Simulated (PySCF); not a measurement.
C3H11BO6Si, SMILES CO[Si](OC)(OC)OB(O)O, singlet, GFN2-xTB optimised geometry.

```
22

Si     1.55     0.12     0.12
O      1.42    -1.29    -0.65
C      0.52    -2.34    -0.41
O      2.78     0.95    -0.52
C      2.98     1.31    -1.86
O      1.88    -0.17     1.68
C      2.06     0.77     2.71
O      0.22     1.08     0.00
B     -1.12     1.08     0.00
O     -1.83    -0.08    -0.01
O     -1.80     2.26     0.00
H      0.78    -2.85     0.51
H      0.60    -3.04    -1.25
H     -0.50    -1.96    -0.34
H      3.92     1.86    -1.91
H      2.16     1.93    -2.23
H      3.05     0.41    -2.49
H      1.18     1.40     2.81
H      2.21     0.20     3.64
H      2.93     1.39     2.52
H     -2.78     0.07    -0.01
H     -1.25     3.04     0.00
```

Density from PBE0/def2-SVP (PySCF) at that geometry.

Minimum of the electron density along straight lines between bonded atoms, close to the bond critical point (lines longer than 1.1 times the sum of covalent radii, or with two minima, are not listed):

```
bond     length / Å  ρ at the minimum / e bohr⁻³  ∇²ρ there / e bohr⁻⁵  position (fraction from the first atom)
-------  ----------  ---------------------------  --------------------  ---------------------------------------
Si1–O2        1.614                        0.135                  1.14                                     0.41
O2–C3         1.409                        0.247                 -0.25                                     0.66
Si1–O4        1.617                        0.134                  1.12                                     0.41
O4–C5         1.406                        0.251                 -0.29                                     0.66
Si1–O6        1.619                        0.133                  1.11                                     0.41
O6–C7         1.405                        0.251                 -0.29                                     0.66
Si1–O8        1.636                        0.124                  1.03                                     0.41
O8–B9         1.343                        0.206                  1.18                                     0.67
B9–O10        1.360                        0.206                  1.08                                     0.33
B9–O11        1.365                        0.203                  1.06                                     0.33
C3–H12        1.091                        0.283                 -1.08                                     0.63
C3–H13        1.090                        0.283                 -1.08                                     0.63
C3–H14        1.090                        0.286                 -1.12                                     0.64
C5–H15        1.091                        0.283                 -1.09                                     0.64
C5–H16        1.092                        0.282                 -1.06                                     0.63
C5–H17        1.091                        0.283                 -1.09                                     0.64
C7–H18        1.092                        0.281                 -1.06                                     0.63
C7–H19        1.090                        0.283                 -1.09                                     0.64
C7–H20        1.091                        0.283                 -1.08                                     0.64
O10–H21       0.958                        0.358                 -2.42                                     0.82
O11–H22       0.956                        0.359                 -2.44                                     0.82
```
